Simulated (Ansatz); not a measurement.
System: BO, net charge 0, doublet state. 
Coordinates optimised at B3LYP-D3(BJ)/def2-TZVP (Ansatz, a quantum-chemistry and plane-wave program):
SMILES: [B]=O
```xyz
2

B      0.0000     0.0000    -0.7398
O      0.0000     0.0000     0.4623
```
Charge 0, spin multiplicity 2.

Property: vertical ionisation energy (to the singlet state of charge +1; each state is the SCF solution reached for its spin; for the singlet the Hartree-Fock reference is unstable and T1 is 0.049), in eV. Cores are frozen in the correlated levels unless marked. UHF or UKS for open shells. Spin-orbit coupling is left out. No relativistic terms. Basis-set limits of correlation are two-point, X^-3; Hartree-Fock from the larger set.

```
level           program  vertical ionisation energy (eV)
--------------  -------  -------------------------------
PBE/def2-TZVPD   Ansatz                            12.97
```

Question: Estimate the value at CCSD(T)/CBS(aug-cc-pVTZ,aug-cc-pVQZ) as computed with Ansatz.

Answer: 13.02 eV, so PBE/def2-TZVPD differs from it by -0.05 eV.
